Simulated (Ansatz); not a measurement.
Calculated with Ansatz (gas phase, PBE0-D4/def2-TZVP geometries, no zero-point term in ΔE). CCSD(T)/CBS adds triple-zeta CCSD(T) − MP2 to the extrapolated MP2 energy (def2 sets, frozen cores). This one scheme is used for every species. Functionals use def2-TZVPP. B3LYP here is the variant with VWN-RPA as its local correlation; programs differ in this. def2 core potentials past Kr. For Sn outer-core shells are correlated without core-valence functions, which leaves a few kJ/mol of doubt a bond.

Consider the formal exchange of groups at the Sn–O bond: `[OH][SnH3]` + `C[SiH2]C` → `C[SiH](C)[SnH3]` + H₂O.

```csv
level,ΔE (kJ/mol)
B3LYP-D4,-10.8
PBE,-16.2
```

Q: What does CCSD(T)/CBS give? (Best estimate.)

A: Ansatz gave: -15.4 kJ/mol. The listed levels differ from it by 4.6, -0.8 kJ/mol.

Largest T1 diagnostic among the species: 0.014.

The D4 term adds −9.5 kJ/mol with B3LYP and −5.7 kJ/mol with PBE0; it sums over pairs of atoms, weighted by their polarisabilities, and B3LYP, whose exchange is more repulsive, gets the larger term. In def2-TZVPP, CCSD(T) changes the Hartree–Fock value by −22.6 kJ/mol (the triples alone add −1.6 kJ/mol) and MP2 by −24.2 kJ/mol.
